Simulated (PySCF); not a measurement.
1,1-difluorobuta-1,2-diene (C4H4F2), SMILES CC=C=C(F)F.

The structure is a stationary point at PBE0-D3(BJ)/def2-SVP.

Two levels are set side by side: TDA-PBE/def2-SVPD (PySCF) and TDA-CAM-B3LYP/def2-SVPD (PySCF). Vertical, same geometry. The lowest singlet is HOMO→LUMO 100 % with PBE and HOMO→LUMO 99 % with the other functional; states are paired by order. Differences are taken from unrounded values.

```json
[
 {"quantity": "lowest singlet excitation (eV)", "TDA-CAM-B3LYP": "4.84", "TDA-PBE": "4.46", "TDA-PBE minus TDA-CAM-B3LYP": "-0.38"},
 {"quantity": "lowest triplet excitation (TDA) (eV)", "TDA-CAM-B3LYP": "4.24", "TDA-PBE": "4.03", "TDA-PBE minus TDA-CAM-B3LYP": "-0.21"},
 {"quantity": "first bright state (f over 0.05) (eV)", "TDA-CAM-B3LYP": "7.99", "TDA-PBE": "7.31", "TDA-PBE minus TDA-CAM-B3LYP": "-0.68"},
 {"quantity": "its oscillator strength", "TDA-CAM-B3LYP": "0.38", "TDA-PBE": "0.18", "TDA-PBE minus TDA-CAM-B3LYP": "-0.20"}
]
```

A lower first singlet is the usual sign of a functional without exact exchange. Differences between two approximate levels are no errors against the true value.

Rough cost on one machine, each run with all the roots and properties that it gave: TDA-CAM-B3LYP against TDA-PBE about 3 times.
